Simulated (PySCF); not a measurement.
CH5AlO2, SMILES [OH][Al]([CH3])[OH] (connectivity only; charge and spin as stated), charge +1, multiplicity 2.

Geometry: PBE-D3(BJ)/def2-SVP. The multiplicity is an assumed one; other spin states were not compared. The isomer is the one that the SMILES or the coordinates give; other isomers of the formula were not compared. Other conformers were not sampled.

Level of theory: TDA-PBE/def2-SVPD (PySCF).

Vertical excitations. Gas-phase values at a fixed geometry.

Task: List the lowest excited states. (An estimate is asked for; the answer gives what the named calculation found.)

Result: 
| state | energy (eV) | λ (nm) | f | main pairs |
|---|---|---|---|---|
| root 1 | 1.06 | 1166 | 0.000 | β HOMO→LUMO 100 % |
| root 2 | 1.48 | 838 | 0.002 | β HOMO−1→LUMO 100 % |
| root 3 | 1.71 | 727 | 0.001 | β HOMO−2→LUMO 100 % |
| root 4 | 3.25 | 382 | 0.163 | β HOMO−3→LUMO 90 % |
| root 5 | 4.24 | 292 | 0.012 | β HOMO−4→LUMO 98 % |
| root 6 | 4.53 | 274 | 0.001 | β HOMO−5→LUMO 100 % |
| root 7 | 5.98 | 207 | 0.001 | α HOMO→LUMO 71 %, β HOMO→LUMO+1 27 % |
| root 8 | 6.02 | 206 | 0.009 | β HOMO−6→LUMO 97 % |
| root 9 | 6.32 | 196 | 0.002 | α HOMO−2→LUMO 32 %, α HOMO−1→LUMO 31 %, β HOMO−1→LUMO+1 32 % |
| root 10 | 6.41 | 194 | 0.017 | α HOMO→LUMO 27 %, β HOMO→LUMO+1 72 % |
Unrestricted roots are not spin-pure.
